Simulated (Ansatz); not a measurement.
Reaction (cleavage of the Si–Si bond): `[SiH3][SiH2][SiH2][GeH3]` + `O=C(O)O` → `O=C(O)O[SiH2][SiH3]` + `[SiH3][GeH3]`

Isolated molecules relaxed with PBE0-D4/def2-TZVP in Ansatz; ΔE leaves out vibrations. CBS: MP2 limit from def2 TZ/QZ plus the TZ coupled-cluster correction, frozen cores. DFT in def2-TZVPP. B3LYP here is the variant with VWN-RPA as its local correlation; programs differ in this. For Ge outer-core shells are correlated without core-valence functions, which leaves a few kJ/mol of doubt a bond. Scalar relativity is left out up to krypton. Each species was taken in one conformer, which may not be the lowest.

Task: Is it downhill or uphill in electronic energy at CCSD(T)/CBS, and by how much? (An estimate is asked.)

Result: Computed: Downhill: ΔE = -15.2 kcal/mol.

Task: What do these levels give: PBE-D4, B3LYP-D4, ωB97M-V, PBE, HF/def2-TZVPP, SCS-MP2/def2-TZVPP? (Estimate.)

Result: The calculation gave: PBE-D4 -9.7, B3LYP-D4 -15.3, ωB97M-V -16.3, PBE -10.2, HF/def2-TZVPP -20.7, SCS-MP2/def2-TZVPP -17.4 kcal/mol.

Largest T1 diagnostic among the species: 0.015.

From PBE to PBE0 (25 % exact exchange), in def2-TZVPP and without D4, ΔE moves by −1.1 kcal/mol. In def2-TZVPP, CCSD(T) changes the Hartree–Fock value by +5.6 kcal/mol (the triples alone add +0.7 kcal/mol) and MP2 by +4.8 kcal/mol.
